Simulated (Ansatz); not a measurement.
Basis-set extrapolation for C2H7AlO3 (`C[O][Al]([OH])[O]C`) (PBE0-D4/def2-TZVP geometry, frozen core, the Gaussian-basis code of Ansatz). Multiplicity 1, RHF reference.

|  | def2-TZVPP | def2-QZVPP |
| --- | --- | --- |
| HF | -546.613436 | -546.636322 |
| MP2 correlation | -1.135585 | -1.222357 |
| CCSD(T) correlation | -1.209294 | not run |

Energies in hartree. Use E(X) = E(∞) + A·exp(−7.88·√X) for Hartree–Fock and E(X) = E(∞) + B·X^(−2.97) for correlation, with X = 3 and 4, and add CCSD(T) minus MP2 of the smaller set to the MP2 limit.

Task: What is the CCSD(T) energy at the basis-set limit?

Result: HF limit: -546.636322 + (-0.022886) × 0.13774 = -546.63947. MP2 limit: -1.222357 + (-0.086772) × 0.74074 = -1.28663. Higher-order term: -1.209294 − (-1.135585) = -0.07371. Total: -547.99981 hartree, 111.1 kcal/mol below CCSD(T)/def2-TZVPP.
